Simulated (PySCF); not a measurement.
Input file for PySCF: D3(BJ) and D4 dispersion corrections on H4SSn (SMILES [SH][SnH3]), a point of a torsion scan.

```python
from pyscf import gto
from pyscf.dispersion import dftd3, dftd4

mol = gto.M(
    atom='''
    S     1.64940180    0.81233579   -0.29425955
    Sn   -0.58218208    0.00061877   -0.02070721
    H     2.23324132   -0.29373315    0.13821618
    H    -0.69187080   -0.87907069    1.40003606
    H    -1.02015578   -0.98662102   -1.30092918
    H    -1.58633811    1.32540992    0.03701989
    ''',
    basis='def2-svp',
    charge=0, spin=0, verbose=0, max_memory=1800)
d3, d4 = {}, {}
for xc in ['hf', 'pbe', 'blyp', 'revpbe', 'tpss', 'r2scan', 'b3lyp', 'pbe0', 'bhlyp', 'camb3lyp', 'b2plyp']:
    d3[xc] = float(dftd3.DFTD3Dispersion(mol, xc=xc, version='d3bj', atm=False).get_dispersion()['energy'])
    print(f'D3(BJ) {xc:10s} {d3[xc]:14.8f} Eh')
for xc in ['hf', 'pbe', 'blyp', 'revpbe', 'tpss', 'r2scan', 'b3lyp', 'pbe0', 'bhlyp', 'camb3lyp', 'b2plyp']:
    d4[xc] = float(dftd4.DFTD4Dispersion(mol, xc={'camb3lyp': 'cam-b3lyp'}.get(xc, xc), atm=True).get_dispersion()['energy'])
    print(f'D4     {xc:10s} {d4[xc]:14.8f} Eh')
```

The log:

```
D3(BJ) hf            -0.03618391 Eh
D3(BJ) pbe           -0.00399089 Eh
D3(BJ) blyp          -0.00926464 Eh
D3(BJ) revpbe        -0.00932081 Eh
D3(BJ) tpss          -0.00524050 Eh
D3(BJ) r2scan        -0.00107829 Eh
D3(BJ) b3lyp         -0.00778591 Eh
D3(BJ) pbe0          -0.00367680 Eh
D3(BJ) bhlyp         -0.00699060 Eh
D3(BJ) camb3lyp      -0.00372114 Eh
D3(BJ) b2plyp        -0.00408950 Eh
D4     hf            -0.01295834 Eh
D4     pbe           -0.00394697 Eh
D4     blyp          -0.00847504 Eh
D4     revpbe        -0.01016457 Eh
D4     tpss          -0.00526660 Eh
D4     r2scan        -0.00086222 Eh
D4     b3lyp         -0.00647463 Eh
D4     pbe0          -0.00333459 Eh
D4     bhlyp         -0.00578763 Eh
D4     camb3lyp      -0.00344860 Eh
D4     b2plyp        -0.00270356 Eh
```

The run finished.

Cost: about 0.020 core-seconds (a rough figure).
